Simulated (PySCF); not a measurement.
## Two-component Hartree-Fock for Pd³²⁺ (palladium, charge +32)

Start: [Ne] 3s2 3p2; 3p1/2 filled at m_j = -1/2, +1/2. Calculated with PySCF 2.14 in an even-tempered Gaussian basis (19 s from 5.5 bohr⁻², ratio 2.4; 13 p from 7.2 bohr⁻², ratio 2.4; 5 d from 26 bohr⁻², ratio 2.6; 4 f from 39 bohr⁻², ratio 2.6): generalised Hartree-Fock with the X2C-1e Hamiltonian and a Gaussian nucleus; one run each with spin-orbit coupling (SO) switched off, then screened by Boettger's factors.

```csv
spinor shell,electrons,"ε, spin-free (eV)","ε, screened SO (eV)",weight of nominal j (screened SO),"rms radius, screened SO (bohr)"
1s1/2,2,-26233.3,-26228.8,1.000,0.0365
2s1/2,2,-5331.3,-5328.9,1.000,0.147
2p1/2,2,-4957.7,-5074.6,1.000,0.127
3s1/2,2,-2043.4,-2042.3,1.000,0.358
3p1/2,2,-1940.6,-1959.3,1.000,0.344
```

Problem. Where does 2p3/2 lie, and what is the 2p spin-orbit splitting (screened SO)?

Solution. At -4900.7 eV, 173.88 eV above 2p1/2.

```json
{"quantity": "E (hartree)", "spin-free": "-4247.44060", "screened SO": "-4249.85553"}
{"quantity": "M_J", "spin-free": "0", "screened SO": "0"}
{"quantity": "⟨J²⟩", "spin-free": "2.001", "screened SO": "0.000"}
{"quantity": "⟨L²⟩", "spin-free": "2.001", "screened SO": "1.336"}
{"quantity": "⟨S²⟩", "spin-free": "2.000", "screened SO": "1.336"}
```

Breit and QED terms are absent; they matter most for the inner s and p1/2 levels.

Densities and radii are taken from the X2C orbitals without a picture-change correction, which distorts them close to the nucleus.

Without spin-orbit coupling the j labels of p, d and f shells carry no meaning; the spin-free column gives the mean over the occupied spinors of each nl shell.
